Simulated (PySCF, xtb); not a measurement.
Cu(OH2)2 (CuH₄O₂), SMILES [OH2]->[Cu+]<-[OH2], charge +1, multiplicity 1.

xtb with GFN2-xTB at its own geometry gives an orbital gap of 7.42 eV.

Coordinates come from a r2SCAN-D4/def2-TZVP optimisation. The spin state was assumed, not searched.

Question: What does PBE0/def2-TZVPD (PySCF) give? (The exact figures need the calculation; the answer reports its results.)

Answer: gap 6.62 eV (levels -12.39 and -5.77 eV).
